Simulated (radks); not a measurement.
The numbers below are computed, except where a source is named.
The mean radii <r> (bohr) of the occupied orbitals of an atom or ion are listed with their occupations. Code: a radial shooting solver on a logarithmic mesh with Libxc functionals. Model: scalar-relativistic Kohn-Sham, PBEsol, spin-polarised, spherical densities, finite nucleus; Fermi nuclear charge, rms radius of each element as measured or else 0.836 A^(1/3) + 0.57 fm.

orbital  occ.      <r>
1s up       1  0.05217
1s down     1  0.05217
2s up       1   0.2355
2s down     1   0.2352
2p up       3   0.2067
2p down     3   0.2064
3s up       1   0.6988
3s down     1   0.7010
3p up       3   0.7248
3p down     3   0.7283
3d up       5   0.7987
3d down     2   0.8128

Name the element and its charge. Open shells, if any, are filled with parallel spins first.

Answer. Z = 29, copper, charge +4: Cu4+ in [Ar] 3d7. The 1s radius gives Z: for a bare nucleus <r> = (2 gamma + 1)/(2Z) with gamma = sqrt(1 - (Z/c)^2), 0.05094 bohr for Z = 29, and screening makes it slightly larger (0.05217 here). The occupations add up to 25, and the charge is Z minus that.
